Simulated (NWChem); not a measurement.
System: SiN2H6; SMILES [SiH2](N)N

The following NWChem deck was run.

```
start job
memory heap 200 mb stack 900 mb global 1100 mb
geometry units angstroms noautosym nocenter noautoz
  Si     0.439482    -0.001697     0.073985
  N     -0.654600     1.331386     0.076297
  N     -0.479225    -1.455637    -0.047210
  H      1.409368    -0.109493    -1.067230
  H      1.247880     0.213310     1.320905
  H     -1.294605     1.487053    -0.693872
  H     -0.404501     2.196728     0.539122
  H     -0.078448    -2.282424    -0.472746
  H     -1.187742    -1.688975     0.638642
end
basis spherical
  * library def2-svp
end
dft
  xc pbe0
  iterations 150
end
cosmo
  do_cosmo_smd true
  solvent water
end
task dft energy
```

Coordinates come from a PBE0/def2-SVP optimisation. Solvent: water.

Level: PBE0/def2-SVP with SMD (1 M gas to 1 M solution), gas-phase geometry. Reactions with the solvent are ignored.

### Question
Give the results of this calculation. (PBE0/def2-SVP, SMD on the gas-phase geometry.) Quantities: solvation free energy (kcal/mol); cavity-dispersion-structure term (kcal/mol); dipole in solution (D).

### Answer
The solvation free energy (kcal/mol) is -1.8, the cavity-dispersion-structure term (kcal/mol) is 3.8 and the dipole in solution (D) is 1.05.
